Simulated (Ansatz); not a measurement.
Gas-phase electronic energies from Ansatz, PBE0-D4/def2-TZVP geometries. CCSD(T)/CBS adds triple-zeta CCSD(T) − MP2 to the extrapolated MP2 energy (def2 sets, frozen cores). This one scheme is used for every species. def2 core potentials past Kr. For Sn outer-core shells are correlated without core-valence functions, which leaves a few kJ/mol of doubt a bond. One conformer a species, not always the lowest.

Consider the substitution at a C–F bond: `CC(C)F` + `[OH][Sn][Cl]` → `CC(C)[O][Sn][Cl]` + H–F.

```csv
species,HF/def2-QZVPP energy (Eh)
`CC(C)F`,-217.22320
`[OH][Sn][Cl]`,-748.44873
`CC(C)[O][Sn][Cl]`,-865.59184
H–F,-100.07004
```

Task: Work out ΔE.

Result: ΔE = (-865.59184) + (-100.07004) − (-217.22320) − (-748.44873) = 0.01005 Eh = +0.27 eV. CCSD(T)/CBS gives -0.05 eV.

Largest T1 diagnostic among the species: 0.017.

In def2-TZVPP, CCSD(T) changes the Hartree–Fock value by −0.30 eV (the triples alone add −0.05 eV) and MP2 by −0.38 eV. The D4 term adds −0.20 eV with B3LYP and −0.12 eV with PBE0; it sums over pairs of atoms, weighted by their polarisabilities, and B3LYP, whose exchange is more repulsive, gets the larger term.

B3LYP here is the variant with VWN-RPA as its local correlation; programs differ in this.
